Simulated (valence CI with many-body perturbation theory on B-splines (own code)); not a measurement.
# E1 transitions of Pd XXXIV

Method: configuration interaction combined with many-body perturbation theory (CI+MBPT): three valence electrons over a frozen Dirac-Fock core [Ne], radial functions for each j: 11 s, 11 p, 10 d, 8 f, 5 g, 2 h, with the one-electron correlation potential Σ1, the two-electron term Σ2, the three-electron term Σ3, Breit, model QED; selected CI, second order for the rest, scaled by the run's own slope (own B-spline code, finite nucleus).

The last digits are not significant, and no measured levels were compared; by estimate large intervals hold to a few tenths of a per cent, small ones and those within an open d or f shell to about a per cent.

Lines 1 to 50 of 576 in falling wavelength, among levels below 996.13 eV, chosen from the strongest by gf and those to the six lowest levels. Wavelengths and rates use the calculated energies. Electric multipoles are in the length gauge, E1 and E2 with the static RPA response of the core. Weak lines are less certain than strong ones. Lines between different terms over intervals too small for the method are left out, as are lines whose strength nearly cancels. Where a level lies close to another of its J and parity, the split of strength between their lines is uncertain. The highest levels of a list are the least certain.

Names give the largest LS component (configuration and term), which can be under half, so a name can repeat, a term be missing and a line seem to break the LS rules; names also repeat where a configuration has a term twice. Letters in brackets count levels of one name in rising energy.

```csv
λ vac (nm),Upper,Lower,A (s⁻¹),S (a.u.)
33.95,3s²4p ²P°_1/2,3s²4s ²S_1/2,5.19e+09,2.00e-01
31.65,3s3p² ⁴P_1/2,3s²3p ²P°_3/2,4.24e+07,1.33e-03
24.15,3s²4p ²P°_3/2,3s²4s ²S_1/2,1.33e+10,3.70e-01
19.36,3p²3d ²G_7/2,3s3p3d ²D°_5/2 [b],2.33e+09,6.68e-02
18.86,3p²3d ²G_9/2,3s3p3d ²F°_7/2 [b],1.86e+09,6.16e-02
18.78,3s3p² ⁴P_3/2,3s²3p ²P°_3/2,3.60e+08,4.70e-03
17.00,3p3d² ²H°_9/2,3s3d² ²G_9/2,3.04e+09,7.39e-02
16.96,3p3d² ⁴G°_5/2,3s3d² ⁴F_3/2,6.80e+09,9.83e-02
16.94,3p3d² ²H°_9/2,3s3d² ²G_7/2,5.71e+09,1.37e-01
16.66,3s3p² ⁴P_5/2,3s²3p ²P°_3/2,2.73e+09,3.74e-02
16.43,3p²3d ²G_9/2,3s3p3d ²F°_7/2 [a],5.42e+09,1.19e-01
16.31,3s3p4s ⁴P°_3/2,3s²4s ²S_1/2,7.32e+09,6.28e-02
16.29,3p3d² ⁴G°_9/2,3p²3d ²F_7/2 [b],2.69e+09,5.73e-02
16.27,3p3d² ²G°_7/2 [a],3s3d² ²G_9/2,6.20e+09,1.05e-01
16.20,3p3d² ⁴G°_7/2,3s3d² ⁴F_7/2,4.50e+09,7.55e-02
16.07,3p3d² ⁴G°_7/2,3s3d² ⁴F_5/2 [b],4.07e+09,6.67e-02
15.88,3s3p² ⁴P_1/2,3s²3p ²P°_1/2,4.78e+09,1.89e-02
15.66,3p3d² ²F°_5/2 [a],3s3d² ²D_3/2,5.38e+09,6.11e-02
15.46,3p3d² ⁴D°_1/2 [a],3s3d² ⁴P_1/2,1.36e+10,4.98e-02
15.43,3p3d² ⁴G°_9/2,3s3d² ⁴F_9/2,4.14e+09,7.50e-02
15.07,3p3d² ⁴G°_7/2,3s3d² ⁴F_5/2 [a],4.32e+09,5.84e-02
15.02,3p³ ²P°_3/2,3s3p² ²D_3/2,3.88e+09,2.59e-02
14.87,3p²3d ²P_3/2 [a],3s3p3d ⁴P°_3/2,7.47e+09,4.85e-02
14.78,3p²3d ²F_7/2 [a],3s3p3d ⁴D°_7/2,5.20e+09,6.64e-02
14.65,3p²3d ²F_5/2 [b],3s3p3d ²F°_7/2 [b],6.38e+09,5.93e-02
14.56,3p²3d ⁴D_3/2,3s3p3d ²D°_5/2 [a],1.03e+10,6.26e-02
14.53,3p3d² ⁴G°_9/2,3s3d² ⁴F_7/2,7.31e+09,1.11e-01
14.22,3s3p² ²D_3/2,3s²3p ²P°_3/2,2.82e+09,1.60e-02
14.06,3p3d² ²H°_9/2,3p²3d ²F_7/2 [b],7.96e+09,1.09e-01
13.89,3p3d² ⁴D°_7/2 [a],3s3d² ⁴F_9/2,1.68e+10,1.78e-01
13.87,3p³ ⁴S°_3/2,3s3p² ²D_5/2,9.63e+09,5.07e-02
13.86,3p²3d ⁴P_5/2,3s3p3d ²P°_3/2 [a],5.67e+09,4.48e-02
13.76,3p²3d ²D_5/2 [a],3s3p3d ²D°_5/2 [a],6.39e+09,4.93e-02
13.49,3p²3d ⁴F_5/2,3s3p3d ⁴P°_5/2,1.19e+10,8.62e-02
13.41,3p3d² ²H°_9/2,3s3d² ⁴F_9/2,3.92e+09,4.67e-02
13.32,3p3d² ⁴P°_3/2,3s3d² ⁴P_5/2,9.89e+09,4.61e-02
13.21,3p²3d ⁴F_7/2,3s3p3d ⁴F°_9/2,1.95e+10,1.78e-01
13.14,3p²3d ²F_5/2 [b],3s3p3d ²F°_7/2 [a],6.99e+09,4.69e-02
13.10,3p²3d ⁴F_5/2,3s3p3d ⁴D°_3/2,8.70e+09,5.79e-02
13.08,3p²3d ²G_9/2,3s3p3d ⁴D°_7/2,3.84e+09,4.23e-02
13.05,3p²3d ⁴F_5/2,3s3p3d ⁴F°_7/2,2.51e+10,1.65e-01
13.01,3p³ ²P°_3/2,3s3p² ⁴P_5/2,2.34e+10,1.02e-01
12.99,3s3p3d ⁴P°_5/2,3s3p² ²D_5/2,7.37e+09,4.78e-02
12.97,3s3p3d ⁴F°_3/2,3s3p² ²D_3/2,3.00e+09,1.29e-02
12.97,3p²3d ⁴P_5/2,3s3p3d ⁴D°_7/2,1.22e+10,7.86e-02
12.96,3p3d² ⁴F°_5/2 [a],3s3d² ⁴F_7/2,1.10e+10,7.11e-02
12.93,3p3d² ²G°_9/2 [a],3s3d² ²F_7/2,4.49e+09,4.78e-02
12.92,3s3p² ²P_1/2,3s²3p ²P°_3/2,6.86e+09,1.46e-02
12.79,3p²3d ⁴F_3/2,3s3p3d ⁴F°_5/2 [a],2.61e+10,1.08e-01
12.77,3p²3d ²F_7/2 [b],3s3p3d ²D°_5/2 [b],6.85e+09,5.63e-02
```
